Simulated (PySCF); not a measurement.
Compound: C4H5F2OS (doublet state).
Cartesian coordinates in Å at the GFN2-xTB level; atoms count from 1:
```xyz
13
C4H5F2OS angstrom
F      2.8908   -0.3563   -0.0855
C      2.0860    0.7000   -0.3702
F      2.7991    1.5248   -1.1386
O      0.9879    0.3135   -1.0626
C      0.0587   -0.4273   -0.3215
C     -1.1949   -0.7087   -1.0471
C     -2.2017   -0.2477   -0.0666
S     -0.8937    0.5034    0.9946
H      1.8535    1.2041    0.5893
H      0.5482   -1.2852    0.1611
H     -1.2859   -0.6620   -2.1149
H     -2.7201   -1.0303    0.4914
H     -2.9324    0.4722   -0.4400
```

The hyperfine couplings belong to this conformer and change with its torsions.

Identity: `FC(F)O[C@@H]1[CH]CS1` [radical].

The calculation used PySCF 2.14.0, UKS B3LYP, pcH-1 on C F H O S, non-relativistic, mean-field spin-orbit, GIAO. Geometry: GFN2-xTB, one conformer, isolated molecule. Couplings are sensitive to structure, and on GFN2-xTB geometries they can be far from those on DFT ones. Stability of the SCF solution: not tested.

Principal values of hyperfine tensors in MHz (contact, dipolar and spin–orbit terms together), for some of the nuclei:

```tsv
atom	isotope	A1	A2	A3
H12	1H	96.65	97.21	111.75
H10	1H	83.04	85.22	97.64
H13	1H	64.49	66.08	76.89
H11	1H	-95.27	-59.41	-18.57
O4	17O	-33.67	-26.34	-25.21
C7	13C	-30.18	-27.10	-22.44
C5	13C	-21.49	-20.52	-16.39
F3	19F	1.74	1.94	11.76
```

Q: Split each tensor into its isotropic and traceless parts, and turn a_iso into mT with g = 2.0015.

A: a_iso = (A1 + A2 + A3)/3, Ti = Ai − a_iso; 1 mT corresponds to 28.013 MHz. The tensors hold a spin–orbit part: the run splits a_iso into a_FC + a_SO, and T includes its anisotropic share.

```csv
atom,a_iso (MHz),a_FC,a_SO,a_iso (mT),T1,T2,T3
H12,101.87,101.87,0.00,3.637,-5.22,-4.66,9.88
H10,88.63,88.64,-0.01,3.164,-5.59,-3.42,9.01
H13,69.15,69.15,0.00,2.469,-4.66,-3.07,7.74
H11,-57.75,-57.76,0.01,-2.062,-37.52,-1.66,39.18
O4,-28.41,-28.39,-0.02,-1.014,-5.27,2.07,3.20
C7,-26.57,-26.60,0.02,-0.949,-3.61,-0.53,4.13
C5,-19.47,-19.47,0.00,-0.695,-2.02,-1.05,3.07
F3,5.15,5.13,0.01,0.184,-3.41,-3.20,6.61
```

Q: What spin density at the nucleus of C7 lies behind its contact coupling (g_N = 1.40482)?

A: a_FC = 800.24 MHz bohr³ × g_N × ρ(0)/(2S). With a_FC = -26.60 MHz and 2S = 1, ρ(0) = -0.02366 bohr⁻³.

Q: C6 (13C, g_N = 1.40482) isn't in the table. Its spin density at the nucleus is 0.1145 bohr⁻³. What is its contact coupling?

A: By the same relation, a_FC = 128.7 MHz. The spin–orbit term adds -0.11 MHz. Its full tensor has the principal values 48.56, 48.84, 288.34 MHz.

Q: Which nucleus of the table has the largest anisotropic coupling, and what is its form?

A: H11: -37.5, -1.7, 39.2 MHz, rhombic: the two smaller values differ by 92 % of the largest.

Q: In a single crystal, with the field along each principal axis of the tensor of H10 in turn, what first-order splitting does this nucleus give (isotropic g, quadrupole terms neglected)?

A: 2 lines (I = 1/2), spaced by |A_i|/(g × 13.996): 2.96, 3.04, 3.49 mT along the axes of A1, A2 and A3.
